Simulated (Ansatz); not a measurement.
The cluster Sn₅S₅, relaxed as a singlet with RKS PBE0-D4/def2-SVP in Ansatz, starting from the GFN2-xTB geometry. Force threshold 0.03 eV/Å.

In the def2 sets Sn takes a core potential; there is no spin–orbit coupling. Another isomer (singlet) lies 0.37 eV lower at PBE0-D4/def2-TZVP; other spin states weren't run for this one.

Start:

```xyz
10

Sn   -1.636    1.703    1.234
Sn   -1.069   -1.815   -1.649
Sn   -0.321   -1.223    2.201
Sn    2.596    0.575    0.136
Sn   -0.201    1.810   -2.053
S     2.083   -0.920    1.976
S    -2.207    0.648   -0.898
S     0.527    2.443    0.357
S    -0.863   -2.891    0.511
S     1.089   -0.330   -1.815
```

**Question.** Estimate the energy that the relaxation releases and the steps that it takes.

**Answer.** 9.0 kcal/mol, in 6 steps; 72 s on 4 threads of Arm Neoverse V2 on a shared host. No frequencies were taken in this run, so the end may be a saddle point.

**Question.** Does the start keep its bonding?

**Answer.** By distances, no bond broke or formed. The bond that changes most is Sn1–Sn3, from 3.35 to 2.96 Å (atoms count from 1).

**Question.** Predict the relaxed structure.

**Answer.** 
```xyz
10

Sn   -1.6735    1.6096    1.3300
Sn   -1.1700   -1.7898   -1.6475
Sn   -0.2214   -0.9443    1.7141
Sn    2.6129    0.6481    0.1738
Sn   -0.1962    1.7913   -1.9948
S     2.1477   -0.9409    2.0595
S    -2.2777    0.5666   -0.9385
S     0.5967    2.4193    0.4384
S    -0.9157   -2.9309    0.5721
S     1.0972   -0.4291   -1.7070
```
Bond lengths (bridged metal pairs left out): 13 × S–Sn 2.39 to 2.70 Å; 1 × Sn–Sn 2.96 Å.
